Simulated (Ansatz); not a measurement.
Species: I2 (charge 0, singlet). 
Coordinates optimised at B3LYP-D3(BJ)/def2-TZVP (Ansatz, a program for electronic structure):
SMILES: II
```xyz
2

I      0.0000     0.0000    -1.3474
I      0.0000     0.0000     1.3474
```
Charge 0, spin multiplicity 1.

Quantity: vertical electron affinity (to the doublet state of charge -1; a negative value means that the extra electron is unbound and the number depends on the basis; each state is the SCF solution reached for its spin), in eV. Valence correlation only, unless marked. Open shells are spin-unrestricted. Spin-orbit coupling is left out. The frozen core is the preceding noble-gas configuration, with the filled d and f shells of earlier blocks. In def2 rows, elements after Kr have scalar-relativistic effective core potentials. Anions need diffuse functions: def2-D sets add few. CBS marks a two-point X^-3 extrapolation of the correlation energy; Hartree-Fock from the larger set.

```tsv
level	program	vertical electron affinity (eV)
SVWN5/def2-TZVPD	Ansatz	1.99
PBE/def2-TZVPD	Ansatz	1.83
r2SCAN/def2-TZVPD	Ansatz	1.95
B3LYP/def2-TZVPD	Ansatz	1.89
PBE0/def2-TZVPD	Ansatz	1.91
BHLYP/def2-TZVPD	Ansatz	1.85
CAM-B3LYP/def2-TZVPD	Ansatz	1.93
wB97M-V/def2-TZVPD	Ansatz	1.84
wB97X-V/def2-TZVPD	Ansatz	1.85
wB97X/def2-TZVPD	Ansatz	1.82
CCSD/def2-SVPD	Ansatz	1.69
CCSD/def2-TZVPPD	Ansatz	1.63
CCSD/def2-QZVPPD	Ansatz	1.73
CCSD/CBS(def2-TZVPPD,def2-QZVPPD)	Ansatz	1.81
CCSD(T)/def2-SVPD	Ansatz	1.68
CCSD(T)/def2-TZVPPD	Ansatz	1.64
CCSD(T)/def2-QZVPPD	Ansatz	1.74
CCSD(T)/CBS(def2-TZVPPD,def2-QZVPPD)	Ansatz	1.83
```
